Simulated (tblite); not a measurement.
Compound: C3H2F3P.
SMILES with atom numbers: `[F:1][C:2]([F:3])([F:4])[CH2:5][C:6]#[P:7]` (hydrogens: H8, H9 on C5)

Computed with GFN2-xTB (tblite), gas phase: L-BFGS steps from a force-field or distance-geometry start until the largest atomic force falls under 0.01 eV/Å.

Step 3: E = -655.9345 eV
```
atom  x, y, z in Å  |  force x, y, z in eV/Å
F1     -1.8261    0.2849   -1.0137   -0.088   0.005  -0.022
C2     -0.8316    0.5027   -0.1392    0.053  -0.128  -0.064
F3     -1.3817    0.5393    1.0766   -0.126   0.071   0.125
F4     -0.3562    1.7238   -0.3975    0.022   0.142   0.002
C5      0.2419   -0.5665   -0.2402    0.032  -0.132  -0.101
C6      1.2982   -0.3198    0.7052    0.556   0.092   0.454
P7      2.4513   -0.0623    1.7162   -0.319  -0.032  -0.241
H8      0.6378   -0.5568   -1.2588   -0.034   0.001  -0.123
H9     -0.2201   -1.5394   -0.0466   -0.097  -0.019  -0.031
```

Step 4: E = -655.9378 eV
```
atom  x, y, z in Å  |  force x, y, z in eV/Å
F1     -1.8278    0.2840   -1.0152   -0.012   0.031   0.048
C2     -0.8318    0.5016   -0.1403    0.021  -0.017   0.017
F3     -1.3837    0.5395    1.0804   -0.044   0.067  -0.061
F4     -0.3544    1.7273   -0.3980   -0.054  -0.030   0.036
C5      0.2425   -0.5680   -0.2410    0.095  -0.069  -0.010
C6      1.3022   -0.3194    0.7082    0.073  -0.019   0.026
P7      2.4499   -0.0621    1.7154    0.028   0.046   0.063
H8      0.6378   -0.5568   -1.2606   -0.034  -0.004  -0.088
H9     -0.2212   -1.5402   -0.0467   -0.074  -0.004  -0.031
```

Task: Estimate the geometry and energy of step 5. (The exact step hangs on the optimiser's Hessian estimate; all steps are aligned on step 4, rigid shifts and turns removed.)

Result: E = -655.9389 eV, largest force 0.134 eV/Å
```
atom  x, y, z in Å  |  force x, y, z in eV/Å
F1     -1.8279    0.2852   -1.0137   -0.013   0.000   0.019
C2     -0.8305    0.5002   -0.1402   -0.001   0.009   0.018
F3     -1.3847    0.5412    1.0787   -0.036   0.038  -0.018
F4     -0.3561    1.7265   -0.3971   -0.013  -0.004   0.020
C5      0.2446   -0.5695   -0.2413    0.059  -0.031  -0.002
C6      1.3038   -0.3196    0.7090    0.013  -0.041  -0.035
P7      2.4502   -0.0613    1.7163    0.070   0.055   0.100
H8      0.6369   -0.5568   -1.2621   -0.023  -0.010  -0.075
H9     -0.2227   -1.5399   -0.0474   -0.057  -0.016  -0.027
```

The energy changes by -0.0011 eV. The first-order estimate −F·Δx gives -0.0014 eV and the mean of the old and new forces, exact on a quadratic surface, -0.0011 eV. The step makes an angle of 19° with the force vector and moves no atom by more than 0.003 Å.
